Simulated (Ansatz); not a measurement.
Ansatz (a first-principles code) input:
A basis named .json is the Basis Set Exchange file of that set.

Ansatz 0.2 input:
```yaml
crystal:
  periodic: [false, false, false]
  atoms:
    - {symbol: Ag, position_ang: [-0.00000000, -0.00000000, -0.66703697]}
    - {symbol: Cl, position_ang: [0.00000000, 0.00000000, 1.84416103]}
basis:
  gaussian:
    orbitals: def2-QZVPPD.json
total_charge: -1
magnetization: {spin_polarized: true, initial_magnetization: 1}
correlation: {method: ccsd_t, electrons: outside_noble_gas}
```

Which total energy does the run end on?

-606.38898 Eh (CCSD(T)/def2-QZVPPD). The basis has 167 functions.

The spin state was set by rule; other spins were not relaxed.
